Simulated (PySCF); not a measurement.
Species: C7H12O.
SMILES with atom numbers: `[CH3:1][CH2:2][C@@H:3]1[CH2:4]/[C:5]1=[CH:6]/[O:7][CH3:8]` (hydrogens: H9, H10, H11 on C1; H12, H13 on C2; H14 on C3; H15, H16 on C4; H17 on C6; H18, H19, H20 on C8)

Computed by this run: PBE0-D3(BJ)/def2-SVP geometry optimisation, gas phase (PySCF 2.14.0); density fitting, grid level 1; the optimiser is geomeTRIC in internal coordinates, started from a GFN2-xTB structure.

Step 0: E = -9482.2406 eV
```
atom  x, y, z in Å  |  force x, y, z in eV/Å
C1     -2.9468    0.6807   -1.1258    0.634   0.065   0.242
C2     -1.5630    0.5331   -0.5002   -0.554  -0.473  -0.177
C3     -1.2531   -0.9172   -0.1939    0.229   0.545   0.349
C4     -1.8010   -1.5388    1.0763    0.501   0.014  -0.111
C5     -0.3633   -1.2848    0.9165   -0.964   0.003  -0.535
C6      0.8139   -1.3790    1.4892    1.424   0.226  -0.111
O7      2.0289   -1.0111    0.9897   -0.601  -0.106   0.082
C8      2.0272   -0.4492   -0.2995    0.013  -0.228   0.510
H9     -3.7106    0.2975   -0.4531   -0.365  -0.152   0.242
H10    -3.0038    0.1246   -2.0594   -0.103  -0.214  -0.401
H11    -3.1618    1.7261   -1.3344   -0.183   0.412  -0.134
H12    -1.5130    1.1132    0.4241    0.136   0.196   0.268
H13    -0.8114    0.9313   -1.1880    0.286   0.147  -0.104
H14    -1.2401   -1.5481   -1.0785   -0.008  -0.355  -0.290
H15    -2.3614   -0.9051    1.7504   -0.301   0.395   0.287
H16    -2.1584   -2.5591    1.0502   -0.157  -0.516  -0.080
H17     0.9350   -1.7921    2.4823    0.010  -0.158   0.395
H18     3.0684   -0.2535   -0.5501    0.287   0.088  -0.132
H19     1.5951   -1.1387   -1.0309   -0.118  -0.168  -0.243
H20     1.4611    0.4870   -0.3182   -0.165   0.278  -0.056
```

Step 1: E = -9482.2964 eV
```
atom  x, y, z in Å  |  force x, y, z in eV/Å
C1     -2.9356    0.6971   -1.1433   -0.096  -0.003  -0.032
C2     -1.5713    0.5184   -0.5013    0.120   0.068   0.036
C3     -1.2521   -0.9230   -0.1793   -0.006  -0.078  -0.116
C4     -1.7885   -1.5571    1.0977   -0.071  -0.012   0.087
C5     -0.3584   -1.3002    0.9200    0.018  -0.012   0.005
C6      0.8400   -1.3906    1.4885   -0.136   0.015   0.097
O7      2.0242   -1.0015    0.9882    0.086  -0.009  -0.039
C8      2.0122   -0.4361   -0.2928    0.038   0.041  -0.096
H9     -3.7361    0.3360   -0.4765    0.022   0.011  -0.028
H10    -3.0119    0.1304   -2.0863    0.001   0.015   0.029
H11    -3.1404    1.7547   -1.3732    0.005  -0.030   0.006
H12    -1.5038    1.1089    0.4301    0.001  -0.018  -0.046
H13    -0.7871    0.9174   -1.1716   -0.040  -0.009   0.042
H14    -1.2535   -1.5863   -1.0596    0.005   0.043   0.059
H15    -2.3560   -0.9045    1.7756    0.020  -0.029  -0.025
H16    -2.1637   -2.5874    1.0564    0.021   0.026  -0.018
H17     0.9551   -1.8153    2.4917    0.021   0.013  -0.048
H18     3.0571   -0.2344   -0.5666   -0.032   0.000   0.017
H19     1.5682   -1.1210   -1.0373    0.016   0.009   0.043
H20     1.4432    0.5113   -0.3139    0.006  -0.041   0.026
```

Q: Estimate the geometry and energy of step 2. (The exact step hangs on the optimiser's Hessian estimate; all steps are aligned on step 1, rigid shifts and turns removed.)

A: E = -9482.2974 eV, largest force 0.067 eV/Å
```
atom  x, y, z in Å  |  force x, y, z in eV/Å
C1     -2.9438    0.6996   -1.1404   -0.013   0.000  -0.005
C2     -1.5771    0.5224   -0.4975    0.007   0.002   0.008
C3     -1.2561   -0.9211   -0.1813    0.010  -0.008  -0.031
C4     -1.7914   -1.5603    1.0952   -0.016   0.035   0.039
C5     -0.3621   -1.2935    0.9195    0.046  -0.014  -0.031
C6      0.8363   -1.3767    1.4889   -0.031  -0.019   0.056
O7      2.0271   -0.9962    0.9911   -0.001  -0.010  -0.010
C8      2.0283   -0.4460   -0.2968   -0.021   0.022  -0.020
H9     -3.7435    0.3338   -0.4772    0.004  -0.002   0.001
H10    -3.0176    0.1371   -2.0850    0.004  -0.001   0.001
H11    -3.1513    1.7567   -1.3660    0.001   0.000   0.000
H12    -1.5116    1.1091    0.4347   -0.003  -0.002  -0.003
H13    -0.7947    0.9266   -1.1639   -0.004  -0.001   0.001
H14    -1.2525   -1.5811   -1.0613    0.000   0.007   0.003
H15    -2.3634   -0.9137    1.7731   -0.006  -0.004  -0.006
H16    -2.1596   -2.5919    1.0489    0.019  -0.004  -0.009
H17     0.9523   -1.7995    2.4912    0.007   0.001   0.005
H18     3.0739   -0.2395   -0.5599   -0.003   0.004   0.008
H19     1.5972   -1.1438   -1.0351    0.002  -0.004  -0.001
H20     1.4513    0.4948   -0.3318   -0.002   0.000  -0.006
```

The energy changes by -0.0010 eV. The first-order estimate −F·Δx gives -0.0028 eV and the mean of the old and new forces, exact on a quadratic surface, -0.0011 eV. The step makes an angle of 84° with the force vector and moves no atom by more than 0.037 Å.

The cost below is that of the whole optimisation. The run took 50 s wall on an AMD EPYC 7B13 with one thread, on a shared host, and the process peaked at 0.76 GiB of memory.
